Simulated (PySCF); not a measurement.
C7H15AlO.
SMILES: `C=CC[C@@H]1CCC[O+]1[AlH3-]`

The calculation used PySCF 2.14.0, density-fitted response routines, TDDFT PBE0/def2-SVPD, vertical, gas phase, core orbitals frozen in the response. Geometry: PBE0-D3(BJ)/def2-SVP, one conformer, isolated molecule.

Lowest singlets, with some entries withheld (?).

```
state  ν̃ (cm⁻¹)      f  main configurations (H = HOMO, L = LUMO)
   S1      49680      ?                    H→L (68%), H-1→L (21%)
   S2      50520  0.033                    H-1→L (64%), H→L (16%)
   S3          ?      ?        H→L+1 (62%), H→L+2 (19%), H→L (8%)
   S4      53310      ?              H-1→L+1 (68%), H-1→L+2 (16%)
   S5      54830  0.035                                         ?
   S6      55540  0.028              H-1→L+2 (60%), H-1→L+1 (21%)
   S7          ?  0.060                H-2→L (54%), H-2→L+1 (26%)
   S8      58480  0.215                                         ?
   S9      58780  0.028   H→L+4 (41%), H→L+3 (23%), H-2→L+1 (16%)
  S10      59120  0.036                                         ?
```

Supply the missing values.

- S1: f = 0.0014
- S3: ν̃ = 52860 cm⁻¹; f = 0.023
- S4: f = 0.0073
- S5: H→L+2 (60%), H→L+1 (27%)
- S7: ν̃ = 56450 cm⁻¹
- S8: H-2→L+1 (25%), H-2→L (25%), H→L+3 (18%)
- S10: H→L+5 (53%), H→L+3 (22%)

How far apart are S2 and S7, in eV and cm⁻¹?

6.999 − 6.263 = 0.736 eV, or about 5930 cm⁻¹.

Where do the lowest triplets lie (Tamm–Dancoff)?

T1 4.28 eV, H-2→L (63%), H-1→L (12%), H-2→L+1 (10%); T2 5.88 eV, H→L (41%), H→L+2 (33%); T3 5.96 eV, H-1→L (38%), H-1→L+2 (33%); T4 6.31 eV, H→L (27%), H→L+1 (25%), H-1→L+1 (15%). E(S1) − E(T1) = +1.88 eV.

What is the vertical ionisation energy by ΔSCF at this level?

8.96 eV; −ε(HOMO) is 7.20 eV.
